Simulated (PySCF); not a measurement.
Choosing a molecule for a target property.

Each SMILES stands for a single optimised conformer of the isolated species, non-relativistic unless stated; the electronic structure was computed with PySCF and density fitting.

The conformers computed, where there is a choice (atom-mapped SMILES and torsion angles):
- `[CH3:1][O:2]/[C:3]=[CH:4]/[C:5]([CH3:6])=[O:7]`: C1–O2–C3–C4 -17°, C3–C4–C5–C6 0°
- `[SiH2:1][O:2][SiH2:3][NH:4][SiH3:5]`: Si1–O2–Si3–N4 -33°, O2–Si3–N4–Si5 5°
- `[CH3:1][O:2][C:3]1[CH2:4][CH:5]=[CH:6][O:7]1`: C1–O2–C3–C4 167°
- `[CH2:1][NH:2][C:3](=[O:4])[CH:5]1[CH2:6][O:7][CH2:8]1`: C1–N2–C3–O4 0°, N2–C3–C5–C6 47°
- `[CH2:1]=[C:2][Si@@H:3]1[SiH2:4][SiH2:5][Si@H:6]1[Cl:7]`: C1–C2–Si3–Si4 -15°

Question: Wanted: smallest rotational constant above 1.25 GHz (GFN2-xTB) and isotropic g value above 2.003 (unrestricted B3LYP/pcH-1, mean-field spin–orbit), at GFN2-xTB geometries. Which candidate meets both?
A. `CO[C]1CC=CO1` [radical]
B. `CO/[C]=C/C(=O)C` [radical]
C. `C=[C][Si@@H]1[SiH2][SiH2][Si@H]1Cl` [radical]
D. `[CH2]NC(=O)C1COC1` [radical]
E. `[SiH3]N[SiH2]O[SiH2]` [radical]

Answer: A. Computed values:
```csv
species,smallest rotational constant,isotropic g value
C=[C][Si@@H]1[SiH2][SiH2][Si@H]1Cl [radical],0.526 GHz,2.00241
CO/[C]=C/C(=O)C [radical],1.117 GHz,2.00223
[SiH3]N[SiH2]O[SiH2] [radical],1.178 GHz,2.00255
[CH2]NC(=O)C1COC1 [radical],1.318 GHz,2.00295
CO[C]1CC=CO1 [radical],1.665 GHz,2.00310
```
